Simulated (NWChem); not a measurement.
System: C₂H₃BFNO; SMILES C(#N)CB(F)O

NWChem input:

```
start job
memory heap 200 mb stack 900 mb global 1100 mb
geometry units angstroms noautoz
  N      0.408128     2.545863     0.000000
  C     -0.269405     1.588552     0.000000
  C     -0.979432     0.320702     0.000000
  B      0.044655    -0.913192     0.000000
  O      1.387862    -0.784098     0.000000
  F     -0.471109    -2.146455     0.000000
  H     -1.643601     0.243858     0.888021
  H     -1.643601     0.243858    -0.888021
  H      1.675241     0.150616     0.000000
end
basis spherical
  * library aug-pcseg-1
end
dft
  xc xtpss03 ctpss03
  iterations 150
  mulliken
end
task dft energy
```

Coordinates come from a PBE-D3(BJ)/def2-SVP optimisation.

Q: Predict the main results of this run. (TPSS/aug-pcseg-1.) Quantities: basis functions; energy (Ha); highest occupied level (eV); orbital gap (eV); dipole (D).

A: 
```yaml
number_of_basis_functions: 165
energy (Ha): -332.79
highest occupied level (eV): -8.23
orbital gap (eV): 7.26
dipole (D): 2.02
```
